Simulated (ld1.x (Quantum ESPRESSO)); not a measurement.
**Transferability test, TM potential for Te (Z = 52)**

ld1.x (Quantum ESPRESSO) 7.5 input, shortened:

```
&input
   title='Te', zed=52., rel=2, dft='PBE', iswitch=3,
   config='[Kr] 4d10 5s1.5 5p4.5', rel_dist='average'
 /
 &inputp
   pseudotype=2, tm=.true., lloc=0,
   nlcc=.true., new_core_ps=.true.
 /
2
5P  2  1   4.50   0.00  2.40  2.40  0.0
5S  1  0   1.50   0.00  1.35  1.35  0.0
 &test
   configts(1)='5s1.5 5p4.5'
 /
```

Open shells are filled in proportion to 2j + 1 (rel_dist='average').

Energies are relative to the spin-unpolarised reference configuration 5s1.5 5p4.5; without spin polarisation the order of configurations can differ from experiment.

(1) Give the all-electron excitation energy and the error of the potential for: 5s2 5p4; 5s2 5p3; 5s2 5p2; 5s2 5p0; 5s1 5p5; 5s2 5p3.5; 5s2 5p1.

Levels in the configuration 5s2 5p3.5:

| level | all-electron (eV) | pseudo (eV) |
| --- | --- | --- |
| 5s j=1/2 | -19.121 | -19.104 |
| 5p j=1/2 | -10.279 | -10.280 |
| 5p j=3/2 | -9.420 | -9.423 |

Note: ghost state, extra bound levels that the all-electron valence spectrum of the same l lacks: p1/2 at -497.5 eV. A true bound ghost makes a file unfit for plane-wave use.

## Answers

(1)

```
valence configuration  charge  ΔE all-electron (eV)  error AE − PS (meV)
              5s2 5p4       0                -4.585                 -4.7
              5s2 5p3      +1                 5.164                 -7.6
              5s2 5p2      +2                23.113                  -21
              5s2 5p0      +4                86.559                 -145
              5s1 5p5       0                 4.635                 -5.5
            5s2 5p3.5    +0.5                -0.678                 -5.6
              5s2 5p1      +3                50.040                  -60
```
